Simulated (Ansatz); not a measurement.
Basis-set extrapolation for C$_{2}$H$_{6}$O$_{2}$SSi (`O=COC[SiH2]S`) (PBE0-D4/def2-TZVP geometry, frozen core, Ansatz). Multiplicity 1, RHF reference.

|  | def2-TZVPP | def2-QZVPP |
| --- | --- | --- |
| HF | -915.566080 | -915.596692 |
| MP2 correlation | -1.089366 | -1.173282 |
| CCSD(T) correlation | -1.185024 | not run |

Energies in hartree. Use E(X) = E(∞) + A·exp(−7.88·√X) for Hartree–Fock and E(X) = E(∞) + B·X^(−2.97) for correlation, with X = 3 and 4, and add CCSD(T) minus MP2 of the smaller set to the MP2 limit.

Q: What is the CCSD(T) energy at the basis-set limit?

A: HF limit: -915.596692 + (-0.030612) × 0.13774 = -915.60091. MP2 limit: -1.173282 + (-0.083916) × 0.74074 = -1.23544. Higher-order term: -1.185024 − (-1.089366) = -0.09566. Total: -916.93201 hartree, 475.0 kJ/mol below CCSD(T)/def2-TZVPP.
